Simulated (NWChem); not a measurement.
System: CdICl; SMILES [Cl][Cd][I]

Input file for NWChem:

```
start job
memory heap 200 mb stack 900 mb global 1100 mb
geometry units angstroms noautoz
  Cd    -0.211153     0.722673     0.000000
  Cl    -0.601130     2.975645     0.000000
  I      0.228639    -1.820072     0.000000
end
basis spherical
  Cd library def2-svp
  Cl library def2-svp
  I library def2-svp
end
ecp
  Cd library def2-ecp
  I library def2-ecp
end
dft
  xc b3lyp
  iterations 150
  mulliken
end
task dft energy
```

Excerpt of the output:

```
             Northwest Computational Chemistry Package (NWChem) 7.3.0
             --------------------------------------------------------

 ORDER OF PRIMARY AXIS IS BEING SET TO 4
 C4V symmetry detected

                             Geometry "geometry" -> ""
                             -------------------------

 Output coordinates in angstroms (scale by  1.889725989 to convert to a.u.)

  No.       Tag          Charge          X              Y              Z
 ---- ---------------- ---------- -------------- -------------- --------------
    1 Cd                  48.0000     0.00000000     0.00000000     0.82962985
    2 Cl                  17.0000     0.00000000     0.00000000     3.11610418
    3 I                   53.0000     0.00000000     0.00000000    -1.75086800

 Effective nuclear repulsion energy (a.u.)     808.5103249948

      Symmetry information
      --------------------

 Group name             C4v
 Group number             18
 Group order               8
 No. of unique centers     3

                                 NWChem DFT Module
                                 -----------------

 Summary of "ao basis" -> "ao basis" (spherical)
 ------------------------------------------------------------------------------
       Tag                 Description            Shells   Functions and Types
 ---------------- ------------------------------  ------  ---------------------
 Cd                         def2-svp                11       31   5s3p2d1f
 Cl                         def2-svp                 8       18   4s3p1d
 I                          def2-svp                10       26   4s4p2d

      Symmetry analysis of basis
      --------------------------

        a1         29
        a2          0
        b1          6
        b2          6
        e          34

            General Information
            -------------------
          SCF calculation type: DFT
          Wavefunction type:  closed shell.
          No. of atoms     :     3
          No. of electrons :    62
           Alpha electrons :    31
            Beta electrons :    31
          Charge           :     0
          Spin multiplicity:     1
          Use of symmetry is: on ; symmetry adaption is: on
          Maximum number of iterations: 150
          AO basis - number of functions:    75
                     number of shells:    29
          Convergence on energy requested:  1.00D-06
          Convergence on density requested:  1.00D-05
          Convergence on gradient requested:  5.00D-04

              XC Information
              --------------
                         B3LYP Method XC Potential
                     Hartree-Fock (Exact) Exchange  0.200
                        Slater Exchange Functional  0.800 local
                    Becke 1988 Exchange Functional  0.720 non-local
              Lee-Yang-Parr Correlation Functional  0.810
                  VWN I RPA Correlation Functional  0.190 local

             Grid Information
             ----------------
          Grid used for XC integration:  medium
          Radial quadrature: Mura-Knowles
          Angular quadrature: Lebedev.
          Tag              B.-S. Rad. Rad. Pts. Rad. Cut. Ang. Pts.
          ---              ---------- --------- --------- ---------
          Cd                  1.55      123           9.0       590
          Cl                  1.00       88          12.0       590
          I                   1.40      123          11.0       590
          Grid pruning is: on
          Number of quadrature shells:   334
          Spatial weights used:  Erf1

      Superposition of Atomic Density Guess
      -------------------------------------

 Sum of atomic energies:        -998.42432510

      Non-variational initial energy
      ------------------------------

 Total energy =    -923.102341
 1-e energy   =   -1904.005914
 2-e energy   =     753.471182
 HOMO         =      -0.352509
 LUMO         =      -0.060710

      Symmetry analysis of molecular orbitals - initial
      -------------------------------------------------

 !! scf_movecs_sym_adapt:   12 vectors were symmetry contaminated

  Symmetry fudging

 !! scf_movecs_sym_adapt:   12 vectors were symmetry contaminated

  Numbering of irreducible representations:

     1 a1          2 a2          3 b1          4 b2          5 e

  Orbital symmetries:

     1 a1          2 a1          3 a1          4 e           5 e
     6 a1          7 a1          8 e           9 e          10 a1
    11 a1         12 e          13 e          14 a1         15 e
    16 e          17 b1         18 b2         19 a1         20 a1
    21 a1         22 e          23 e          24 b1         25 b2
    26 a1         27 e          28 e          29 a1         30 e
    31 e          32 a1         33 e          34 e          35 a1
    36 a1         37 a1         38 e          39 e          40 a1
    41 e

     ---------------------------------------------
      Total Density - Mulliken Population Analysis
     ---------------------------------------------

    Atom       Charge   Shell Charges
 -----------   ------   -------------------------------------------------------
    1 Cd  20    18.95  -0.37  1.62  0.74  0.52  0.22  5.95  0.18  0.08  9.11  0.88  0.00
    2 Cl  17    17.61   2.00  1.99  1.23  0.73  5.94  2.20  3.51  0.01
    3 I   25    25.45   1.83  0.22  1.23  0.68  2.92  3.13  2.65  2.78  9.83  0.18

   convergence    iter        energy       DeltaE   RMS-Dens  Diis-err
 ---------------- ----- ----------------- --------- --------- ---------
 d= 0,ls=0.0,diis     1   -925.6934562334 -1.15D+03  2.06D-02  3.45D-01
 d= 0,ls=0.0,diis     2   -925.6758551311  1.76D-02  1.13D-02  4.39D-01
 d= 0,ls=0.0,diis     3   -925.7463023100 -7.04D-02  1.74D-03  2.23D-02
 d= 0,ls=0.0,diis     4   -925.7489867901 -2.68D-03  4.66D-04  1.17D-03
 d= 0,ls=0.0,diis     5   -925.7491606040 -1.74D-04  1.36D-04  2.98D-05
  Resetting Diis
 d= 0,ls=0.0,diis     6   -925.7491644944 -3.89D-06  5.08D-05  1.10D-05
 d= 0,ls=0.0,diis     7   -925.7491663450 -1.85D-06  8.41D-06  1.31D-07
 d= 0,ls=0.0,diis     8   -925.7491663425  2.43D-09  4.82D-06  1.63D-07

         Total DFT energy =     -925.749166342527
      One electron energy =    -1904.062398419832
           Coulomb energy =      817.026199360616
    Exchange-Corr. energy =      -66.145358645169
 Nuclear repulsion energy =      227.432391361858

 Numeric. integr. density =       62.000000053075

                  Occupations of the irreducible representations
                  ----------------------------------------------

                     irrep           alpha         beta
                     --------     --------     --------
                     a1               13.0         13.0
                     a2                0.0          0.0
                     b1                2.0          2.0
                     b2                2.0          2.0
                     e                14.0         14.0

                       DFT Final Molecular Orbital Analysis
                       ------------------------------------

 Vector   29  Occ=2.000000D+00  E=-3.113653D-01  Symmetry=e
              MO Center=  2.2D-15, -1.2D-16,  2.8D+00, r^2= 2.2D+00
   Bfn.  Coefficient  Atom+Function         Bfn.  Coefficient  Atom+Function
  ----- ------------  ---------------      ----- ------------  ---------------
    42      0.614897  2 Cl px                39      0.452836  2 Cl px
    36      0.264375  2 Cl px                60      0.114544  3 I  px
    12      0.105511  1 Cd px                18      0.105454  1 Cd d  1
    63      0.077584  3 I  px                 9      0.076135  1 Cd px
     6     -0.065463  1 Cd px                43     -0.052563  2 Cl py

 Vector   30  Occ=2.000000D+00  E=-2.780246D-01  Symmetry=e
              MO Center=  1.2D-15, -7.0D-15, -1.5D+00, r^2= 3.0D+00
   Bfn.  Coefficient  Atom+Function         Bfn.  Coefficient  Atom+Function
  ----- ------------  ---------------      ----- ------------  ---------------
    60      0.586553  3 I  px                63      0.529357  3 I  px
    57     -0.239066  3 I  px                54     -0.193494  3 I  px
    42     -0.143753  2 Cl px                18     -0.123990  1 Cd d  1
    39     -0.102725  2 Cl px                36     -0.059725  2 Cl px
     9      0.049483  1 Cd px                 6     -0.041410  1 Cd px

 Vector   31  Occ=2.000000D+00  E=-2.780246D-01  Symmetry=e
              MO Center= -9.5D-16, -3.3D-16, -1.5D+00, r^2= 3.0D+00
   Bfn.  Coefficient  Atom+Function         Bfn.  Coefficient  Atom+Function
  ----- ------------  ---------------      ----- ------------  ---------------
    61      0.586553  3 I  py                64      0.529357  3 I  py
    58     -0.239066  3 I  py                55     -0.193494  3 I  py
    43     -0.143753  2 Cl py                16      0.123990  1 Cd d -1
    40     -0.102725  2 Cl py                37     -0.059725  2 Cl py
    10      0.049483  1 Cd py                 7     -0.041410  1 Cd py

 Vector   32  Occ=0.000000D+00  E=-9.163353D-02  Symmetry=a1
              MO Center= -1.3D-16,  9.0D-17,  4.7D-01, r^2= 5.7D+00
   Bfn.  Coefficient  Atom+Function         Bfn.  Coefficient  Atom+Function
  ----- ------------  ---------------      ----- ------------  ---------------
     5      0.672985  1 Cd s                  4      0.623133  1 Cd s
    65     -0.488336  3 I  pz                44      0.389894  2 Cl pz
     2     -0.323898  1 Cd s                 62     -0.324153  3 I  pz
    17      0.238558  1 Cd d  0              53     -0.232631  3 I  s
    41      0.219605  2 Cl pz                52     -0.212551  3 I  s

 Vector   33  Occ=0.000000D+00  E=-3.335259D-02  Symmetry=e
              MO Center= -1.4D-16, -2.4D-16,  7.9D-01, r^2= 5.7D+00
   Bfn.  Coefficient  Atom+Function         Bfn.  Coefficient  Atom+Function
  ----- ------------  ---------------      ----- ------------  ---------------
    12      0.843039  1 Cd px                 9      0.340590  1 Cd px
     6     -0.255995  1 Cd px                63     -0.257215  3 I  px
    42     -0.240475  2 Cl px                60     -0.161269  3 I  px
    39     -0.128967  2 Cl px                13      0.080709  1 Cd py
    36     -0.073836  2 Cl px                74     -0.071136  3 I  d  1

 Vector   34  Occ=0.000000D+00  E=-3.335259D-02  Symmetry=e
              MO Center=  9.1D-17,  4.7D-16,  7.9D-01, r^2= 5.7D+00
   Bfn.  Coefficient  Atom+Function         Bfn.  Coefficient  Atom+Function
  ----- ------------  ---------------      ----- ------------  ---------------
    13      0.843039  1 Cd py                10      0.340590  1 Cd py
     7     -0.255995  1 Cd py                64     -0.257215  3 I  py
    43     -0.240475  2 Cl py                61     -0.161269  3 I  py
    40     -0.128967  2 Cl py                12     -0.080709  1 Cd px
    37     -0.073836  2 Cl py                72      0.071136  3 I  d -1

     ---------------------------------------------
      Total Density - Mulliken Population Analysis
     ---------------------------------------------

    Atom       Charge   Shell Charges
 -----------   ------   -------------------------------------------------------
    1 Cd  20    19.49  -0.38  1.70  0.69  0.81  0.11  5.98  0.34  0.22  9.04  0.98  0.00
    2 Cl  17    17.29   2.00  1.98  1.27  0.69  5.93  2.13  3.27  0.01
    3 I   25    25.22   1.83  0.22  1.36  0.55  2.94  3.12  2.60  2.60  9.79  0.22

     -------------------------------------------
      Total Density - Lowdin Population Analysis
     -------------------------------------------

    Atom       Charge   Shell Charges
 -----------   ------   -------------------------------------------------------
    1 Cd  20    19.88   0.01  1.01  0.93  0.61  0.32  5.64  0.71  0.51  8.68  1.45  0.00
    2 Cl  17    17.09   2.00  1.96  1.06  0.79  5.82  2.25  3.20  0.01
    3 I   25    25.03   1.25  0.73  1.06  0.77  2.77  3.18  2.50  2.74  9.48  0.54

     Multipole analysis of the density
     ---------------------------------

     L   x y z        total         alpha         beta         nuclear
     -   - - -        -----         -----         ----         -------
     0   0 0 0     -0.000000    -31.000000    -31.000000     62.000000

     1   1 0 0     -0.000000     -0.000000     -0.000000      0.000000
     1   0 1 0     -0.000000     -0.000000     -0.000000      0.000000
     1   0 0 1     -0.256725    -24.500790    -24.500790     48.744855

     2   2 0 0    -44.012921    -22.006461    -22.006461      0.000000
     2   1 1 0     -0.000000     -0.000000     -0.000000      0.000000
     2   1 0 1     -0.000000     -0.000000     -0.000000      0.000000
     2   0 2 0    -44.012921    -22.006461    -22.006461      0.000000
     2   0 1 1     -0.000000     -0.000000     -0.000000      0.000000
     2   0 0 2    -51.918608   -482.119866   -482.119866    912.321124
```

Level: B3LYP/def2-SVP with def2 effective core potentials on Cd, I. Coordinates come from a PBE0/def2-SVP optimisation. B3LYP is NWChem's, with the RPA form of VWN correlation. def2 effective core potentials on Cd, I; no spin-orbit coupling.
